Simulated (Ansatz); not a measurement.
Calculation: B3LYP-D3(BJ)/def2-TZVP (Ansatz, an electronic-structure program). No frequencies were computed at this level.

Ansatz 0.2 input:
```yaml
crystal:
  periodic: [false, false, false]
  atoms:
    - { symbol: B, position_ang: [-0.134322, 0.004779, -0.000438] }
    - { symbol: Cl, position_ang: [1.53811, -0.05722, 0.012153] }
    - { symbol: H, position_ang: [-0.663064, 1.05055, -0.005287] }
    - { symbol: H, position_ang: [-0.740724, -0.998109, -0.006428] }
basis:
  gaussian: { orbitals: def2-tzvp }
hamiltonian:
  xc: b3lyp
  dispersion: d3bj
relax:
  max_steps: 150
```

Output:

```
Functional definition: B3LYP
520 factors; their error is unknown
mean field evaluation 1: about -13231.6925 eV, gradient 2.1e1 eV
mean field evaluation 2: about -13231.5862 eV, gradient 2.3e1 eV
mean field evaluation 4: about -13233.0979 eV, gradient 7.6e-1 eV
mean field evaluation 8: about -13233.1237 eV, gradient 1.2e-1 eV
mean field -13233.12374042 eV, -486.3083277270 hartree, gradient 5.0e-5 eV, S^2 0.000000; 0 other end points of the search recorded, 0 dependent functions left out
reference -13233.12394562 eV, -486.3083352678 hartree; 12, 12 occupied and 68, 68 virtual orbitals, 520 factors
relax step   1: F+E_penalty+E_count = -13233.20690164 eV  Δ(F+E_penalty+E_count) = +0.000e0 eV  max|allowed force component| = 1.859e0 eV/Å  Δτ_max = 0.0000 Å  (23 SCF iters, accepted)
these checks for a lower state are left out or cut short: starts, cluster_reference, orbital_swaps, neighbouring_geometries, increment
520 factors; their error is unknown
mean field evaluation 16: about -13233.1434 eV, gradient 6.0e-3 eV
mean field -13233.16850043 eV, -486.3099726270 hartree, gradient 2.1e-5 eV, S^2 0.000000; 0 other end points of the search recorded, 0 dependent functions left out
reference -13233.16870656 eV, -486.3099802023 hartree; 12, 12 occupied and 68, 68 virtual orbitals, 520 factors
relax step   2: F+E_penalty+E_count = -13233.25138908 eV  Δ(F+E_penalty+E_count) = -4.449e-2 eV  max|allowed force component| = 1.012e0 eV/Å  Δτ_max = 0.0230 Å  (28 SCF iters, accepted)
these checks for a lower state are left out or cut short: starts, cluster_reference, orbital_swaps, neighbouring_geometries, increment
520 factors; their error is unknown
mean field -13233.17917394 eV, -486.3103648712 hartree, gradient 2.1e-5 eV, S^2 0.000000; 0 other end points of the search recorded, 0 dependent functions left out
reference -13233.17938142 eV, -486.3103724961 hartree; 12, 12 occupied and 68, 68 virtual orbitals, 520 factors
relax step   3: F+E_penalty+E_count = -13233.26175787 eV  Δ(F+E_penalty+E_count) = -1.037e-2 eV  max|allowed force component| = 4.437e-1 eV/Å  Δτ_max = 0.0391 Å  (28 SCF iters, accepted)
these checks for a lower state are left out or cut short: starts, cluster_reference, orbital_swaps, neighbouring_geometries, increment
520 factors; their error is unknown
mean field evaluation 32: about -13233.1898 eV, gradient 3.1e-5 eV
mean field -13233.18983819 eV, -486.3107567753 hartree, gradient 2.1e-5 eV, S^2 0.000000; 0 other end points of the search recorded, 0 dependent functions left out
reference -13233.19004597 eV, -486.3107644109 hartree; 12, 12 occupied and 68, 68 virtual orbitals, 520 factors
relax step   4: F+E_penalty+E_count = -13233.27243628 eV  Δ(F+E_penalty+E_count) = -1.068e-2 eV  max|allowed force component| = 1.694e-2 eV/Å  Δτ_max = 0.0340 Å  (28 SCF iters, accepted)
these checks for a lower state are left out or cut short: starts, cluster_reference, orbital_swaps, neighbouring_geometries, increment
520 factors; their error is unknown
mean field -13233.18985884 eV, -486.3107575343 hartree, gradient 2.0e-5 eV, S^2 0.000000; 0 other end points of the search recorded, 0 dependent functions left out
reference -13233.19006663 eV, -486.3107651701 hartree; 12, 12 occupied and 68, 68 virtual orbitals, 520 factors
relax step   5: F+E_penalty+E_count = -13233.27246267 eV  Δ(F+E_penalty+E_count) = -2.639e-5 eV  max|allowed force component| = 4.207e-3 eV/Å  Δτ_max = 0.0011 Å  (21 SCF iters, accepted)
520 factors; their error is unknown
mean field -13233.18985884 eV, -486.3107575343 hartree, gradient 2.0e-5 eV, S^2 0.000000; 1 other end points of the search recorded, 0 dependent functions left out
reference -13233.19006663 eV, -486.3107651701 hartree; 12, 12 occupied and 68, 68 virtual orbitals, 520 factors
Total energy: -13233.27267045 eV, -486.3138008046 hartree
Atom 0 at    -0.155991     0.005851    -0.001425 Å, force    -0.000363    -0.000042     0.001633 eV/Å
Atom 1 at     1.584911    -0.059432     0.013249 Å, force    -0.002276     0.000092    -0.000416 eV/Å
Atom 2 at    -0.675299     1.071278    -0.005334 Å, force     0.001469     0.004157    -0.000606 eV/Å
Atom 3 at    -0.753621    -1.017697    -0.006490 Å, force     0.001171    -0.004207    -0.000611 eV/Å
Dipole moment:    -0.116798     0.004381    -0.001033 e Å
```

Cost: around 7 core-seconds (rough).
